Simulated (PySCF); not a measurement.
# Worked example: chemical shift, span and skew from a shielding tensor

C4H6BF, SMILES C#CB(F)CC. Atoms are numbered in the order given.

```xyz
12

C     -1.2362     2.1293     0.0000
C     -0.3783     1.2656     0.0000
B      0.6480     0.1231     0.0000
F      1.9383     0.4526     0.0000
C      0.2637    -1.3939     0.0000
C     -1.2189    -1.7391     0.0000
H     -1.9851     2.9015     0.0000
H      0.7799    -1.8438     0.8702
H      0.7799    -1.8438    -0.8702
H     -1.7270    -1.3235    -0.8835
H     -1.3877    -2.8266     0.0000
H     -1.7270    -1.3235     0.8835
```

Geometry: PBE0-D3(BJ)/def2-SVP. The structure was generated by enumeration, and PubChem lists no compound with its InChIKey, so it may never have been made. The values are those of a single conformer.

GIAO shieldings from PBE/pcSseg-1 run with PySCF, non-relativistic, no solvent. The symmetric part of the tensor of C6 has the principal values 162.4, 168.6, 179.5 ppm. The same nucleus in TMS has σ = 182.0 ppm at this level (PySCF, at its B3LYP-D3(BJ)/def2-TZVP geometry).

Task: Work out the isotropic shielding, the ¹³C shift against TMS, the span and the skew.

Result: 
σ(iso) = (σ11 + σ22 + σ33)/3 = 170.2 ppm. δ = σ(ref) − σ(iso) = 182.0 − (170.2) = 11.8 ppm.
Span Ω = σ33 − σ11 = 17.1 ppm. Skew κ = 3(σ(iso) − σ22)/Ω = 0.27. Tumbling in solution averages the tensor to δ; in a static solid the shielding alone would spread this spin-1/2 line over Ω.
